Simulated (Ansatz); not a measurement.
A nudged elastic band was laid between two geometries of C3H7BSi (12 atoms, charge 0, multiplicity 1).

The calculation used RKS PBE0/def2-SVP in Ansatz.

* movable images: 9
* climbing image: yes
* spring: 5.0 eV/Å²
* optimiser: quadratic models (default)
* start path: through a guess of the saddle point
* force threshold: 0.05 eV/Å
* iteration limit: 60
* end points: relaxed

Image 0:

```xyz
12
Properties=species:S:1:pos:R:3
B 0.376 1.762 -0.420
C 0.091 0.308 0.027
Si 0.222 -0.214 1.832
C -0.258 -0.562 -0.905
C -0.604 -1.417 -1.828
H 0.695 2.601 0.393
H 0.281 2.066 -1.586
H -0.050 -1.676 1.979
H -0.762 0.557 2.652
H 1.593 0.089 2.345
H -1.656 -1.563 -2.093
H 0.150 -2.005 -2.362
```

Image 10:

```xyz
12
Properties=species:S:1:pos:R:3
B 0.140 1.953 0.497
C 0.002 0.721 -0.112
Si 0.269 -0.259 1.475
C -0.247 0.085 -1.393
C -0.316 -1.234 -1.627
H 0.271 2.972 1.092
H -0.390 0.770 -2.238
H -0.925 -1.083 1.840
H 0.491 0.752 2.563
H 1.476 -1.138 1.402
H -0.509 -1.617 -2.632
H -0.185 -1.977 -0.833
```

Q: Which bonds break or form, and what moves?

A: Bonds broken: B1–H7. Bonds formed: C4–H7.

Q: What energy profile does the band end with?

A: It did not converge within its limit. The highest image is number 7 of 0 to 10, 1.13 eV above the first end and 1.05 eV above the last; the last end lies 0.08 eV above the first. The band didn't meet its force threshold, so its energies are provisional: the largest band force was still 0.21 eV/Å, and over the last iterations the top stayed at 1.13 eV. The orbitals stay closed-shell, which can raise the energy where a bond breaks towards radicals; this wasn't checked here.

| image | path coordinate (Å) | energy (eV) | B1–H7 (Å) | C4–H7 (Å) |
| --- | --- | --- | --- | --- |
| 0 | 0.00 | 0.00 | 1.21 | 2.77 |
| 1 | 1.28 | 0.02 | 1.21 | 2.75 |
| 2 | 2.56 | 0.08 | 1.21 | 2.66 |
| 3 | 3.84 | 0.83 | 1.21 | 2.45 |
| 4 | 5.07 | 0.83 | 1.21 | 2.49 |
| 5 | 6.29 | 0.07 | 1.21 | 2.69 |
| 6 | 7.49 | 0.25 | 1.21 | 2.42 |
| 7 | 8.69 | 1.13 | 1.26 | 1.58 |
| 8 | 9.78 | 0.67 | 2.04 | 1.12 |
| 9 | 10.86 | 0.29 | 2.60 | 1.10 |
| 10 | 11.94 | 0.08 | 3.03 | 1.10 |

The run took 9.1 min on 2 threads of AMD EPYC 9R45 96-Core Processor (Zen 5) (shared host), peak memory 0.26 GiB.
